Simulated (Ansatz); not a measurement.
A series at B: from `OB(O)O`, ligands are replaced one by one, each step taking up H–F and setting free H₂O; n counts the steps. Ansatz, PBE0-D4/def2-TZVP geometries. Each molecule was computed in one conformer, which needn't be the lowest.

CBS adds triple-zeta CCSD(T) − MP2 to the MP2 limit, frozen cores; atoms without spin–orbit coupling. 

| n | molecule | atomization energy, CCSD(T)/CBS (kJ/mol) |
| --- | --- | --- |
| 0 | `OB(O)O` | 3074.3 |
| 1 | `OB(O)F` | 2705.8 |
| 2 | `OB(F)F` | 2335.3 |
| 3 | `FB(F)F` | ? |

Question: By hand: fit a straight line y = ȳ + b (n − n̄) to the 3 given rows and predict n = 3.

Answer: n̄ = 1.000, ȳ = 2705.13; Σ(n − n̄)(y − ȳ) = -739.00, Σ(n − n̄)² = 2.000, so b = -369.50 kJ/mol a step. Prediction: 2705.13 + (-369.50) × (2.000) = 1966.1 kJ/mol.

Question: By hand: compare with the computed value, 1960.8 kJ/mol, and give the steps along the whole series.

Answer: The line misses by -5.3 kJ/mol (computed minus predicted). Steps: -368.5, -370.5, -374.5 kJ/mol.

The steps differ by at most 6.0 kJ/mol, 1.6 % of a mean step, so the ligands' effects nearly add and a line is close. The miss is 0.5 % of the series' range. The energies themselves are unsure by some kJ/mol a bond, though much of that is common to the series.
